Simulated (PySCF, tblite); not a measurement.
Compound: C7H10.
Cartesian coordinates in Å at the GFN2-xTB level; atoms count from 1:
```xyz
17
C7H10 angstrom
C      3.373    0.312    0.211
C      2.281   -0.450    0.197
C      0.941    0.073    0.248
C     -0.153   -0.705    0.246
C     -1.527   -0.247    0.298
C     -2.531   -1.127    0.293
C     -1.789    1.229    0.360
H      4.363   -0.106    0.176
H      3.309    1.387    0.262
H      2.374   -1.527    0.145
H      0.853    1.150    0.294
H     -0.025   -1.780    0.201
H     -2.355   -2.189    0.250
H     -3.561   -0.816    0.332
H     -1.330    1.659    1.248
H     -1.371    1.726   -0.514
H     -2.858    1.424    0.393
```

Level of theory: CAM-B3LYP/def2-SVPD in PySCF (dipole) on a GFN2-xTB geometry, gas phase.

Masses are those of the commonest isotopes; rigid-rotor values at the optimised geometry. The values belong to one conformer with, in the numbering `[CH2:1]=[CH:2]/[CH:3]=[CH:4]/[C:5](=[CH2:6])[CH3:7]`, C1–C2–C3–C4 -179°, C3–C4–C5–C6 180°.

Task: What are A, B and C (cm⁻¹)?

Result: Ia = 65.71, Ib = 422.12, Ic = 484.69 u·Å²; 505379 MHz·u·Å²/I gives 7691, 1197 and 1043 MHz, that is A = 0.25654, B = 0.03994, C = 0.03478 cm⁻¹.

Task: Classify the top.

Result: A near-prolate asymmetric top: κ = (2 × 1197 − 7691 − 1043)/(7691 − 1043) = -0.95.

Task: Is it planar, by Δ = Ic − Ia − Ib?

Result: Not planar: Δ = Ic − Ia − Ib = -3.14 u·Å². For a rigid frame Δ = −2 Σ m c², so Σ m c² = 1.57 u·Å² lies off the ab plane, practically all of it from hydrogen. The atom farthest from that plane is 0.88 Å away.

Task: Where do the levels up to J = 3 lie, in K?

Result: Above 0(0,0), as E/k:
J = 1: 1(0,1) 0.107, 1(1,1) 0.419, 1(1,0) 0.427
J = 2: 2(0,2) 0.322, 2(1,2) 0.627, 2(1,1) 0.649, 2(2,1) 1.584, 2(2,0) 1.584
J = 3: 3(0,3) 0.644, 3(1,3) 0.938, 3(1,2) 0.983, 3(2,2) 1.906, 3(2,1) 1.907, 3(3,1) 3.483, 3(3,0) 3.483

Task: Predict some low-J microwave lines.

Result: The dipole components are |μa| = 0.11 D, |μb| = 0.25 D, |μc| = 0.00 D; the mirror of this Cs structure is the ab plane, so μc vanishes by symmetry (the 0.01 D computed is a residue) and there are no c-type lines. The squared components, which scale the intensities, stand as 0.20 : 1.00 (a : b). Some lines, for components of 0.1 D or more:

| type | branch | J(Ka,Kc) | MHz | lower level (cm⁻¹) |
| --- | --- | --- | --- | --- |
| a | Q | 4(1,3) ← 4(1,4) | 1545 | 0.940 |
| a | Q | 5(1,4) ← 5(1,5) | 2318 | 1.301 |
| a | R | 2(1,2) ← 1(1,1) | 4325 | 0.291 |
| a | R | 3(2,2) ← 2(2,1) | 6720 | 1.101 |
| a | R | 3(1,2) ← 2(1,1) | 6950 | 0.451 |
| b | Q | 4(1,3) ← 4(0,4) | 7377 | 0.746 |
| b | Q | 5(1,4) ← 5(0,5) | 7806 | 1.118 |
| a | R | 4(1,4) ← 3(1,3) | 8645 | 0.652 |
| a | R | 4(2,3) ← 3(2,2) | 8958 | 1.325 |
| a | R | 5(1,5) ← 4(1,4) | 10802 | 0.940 |
| a | R | 5(2,3) ← 4(2,2) | 11248 | 1.625 |
| b | R | 3(1,3) ← 2(0,2) | 12828 | 0.224 |
| b | Q | 3(2,1) ← 3(1,2) | 19264 | 0.683 |
| b | Q | 2(2,0) ← 2(1,1) | 19484 | 0.451 |
| b | Q | 3(2,2) ← 3(1,3) | 20178 | 0.652 |
| b | R | 2(2,1) ← 1(1,0) | 24115 | 0.296 |
| b | R | 3(2,2) ← 2(1,1) | 26201 | 0.451 |
| b | R | 4(2,2) ← 3(1,3) | 29176 | 0.652 |
| b | Q | 3(3,0) ← 3(2,1) | 32843 | 1.325 |
| b | R | 4(3,2) ← 3(2,1) | 41808 | 1.325 |
| b | R | 5(3,3) ← 4(2,2) | 44031 | 1.625 |
| b | Q | 5(4,2) ← 5(3,3) | 45988 | 3.094 |
| b | R | 4(4,0) ← 3(3,1) | 54956 | 2.421 |
| b | R | 5(4,2) ← 4(3,1) | 57197 | 2.720 |
| b | R | 5(4,1) ← 4(3,2) | 57197 | 2.720 |
| b | Q | 5(5,1) ← 5(4,2) | 59132 | 4.628 |
| b | R | 5(5,0) ← 4(4,1) | 70338 | 4.254 |

Its GFN2-xTB frequencies are all real (lowest 79 cm⁻¹). Constants of a rigid frame at the computed geometry: no zero-point averaging, no centrifugal distortion. A rigid rotor knows nothing of internal rotation, which can split or shift real lines.
